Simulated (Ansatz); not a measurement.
Consider the cleavage of the B–Al bond: `C[Se][BH][AlH2]` + H–F → `C[Se]BF` + `[AlH3]`.

Calculated with Ansatz (gas phase, PBE0-D4/def2-TZVP geometries, no zero-point term in ΔE). CBS: MP2 limit from def2 TZ/QZ plus the TZ coupled-cluster correction, frozen cores. This one scheme is used for every species. DFT in def2-TZVPP. B3LYP here is the variant with VWN-RPA as its local correlation; programs differ in this. For Se outer-core shells are correlated without core-valence functions, which leaves a few kJ/mol of doubt a bond. Scalar relativity is left out up to krypton. Each species was taken in one conformer, which may not be the lowest.

```json
{"level": "PBE-D4", "ΔE (kJ/mol)": "-124.8"}
{"level": "PBE0-D4", "ΔE (kJ/mol)": "-127.7"}
{"level": "B3LYP-D4", "ΔE (kJ/mol)": "-142.2"}
{"level": "ωB97M-V", "ΔE (kJ/mol)": "-144.9"}
{"level": "B2PLYP", "ΔE (kJ/mol)": "-146.4"}
{"level": "CCSD(T)/def2-TZVPP", "ΔE (kJ/mol)": "-133.9"}
{"level": "MP2/def2-QZVPP", "ΔE (kJ/mol)": "-134.4"}
{"level": "CCSD/CBS(def2)", "ΔE (kJ/mol)": "-133.4"}
```

What does CCSD(T)/CBS give? (Estimate.)

The calculation gave: -129.2 kJ/mol. The listed levels differ from it by 4.4, 1.5, -13.0, -15.7, -17.2, -4.7, -5.2, -4.2 kJ/mol.

Largest T1 diagnostic among the species: 0.014.

The D4 term adds +7.8 kJ/mol with B3LYP and +4.4 kJ/mol with PBE0; it sums over pairs of atoms, weighted by their polarisabilities, and B3LYP, whose exchange is more repulsive, gets the larger term. In def2-TZVPP, CCSD(T) changes the Hartree–Fock value by +33.6 kJ/mol (the triples alone add +4.2 kJ/mol) and MP2 by +30.5 kJ/mol.
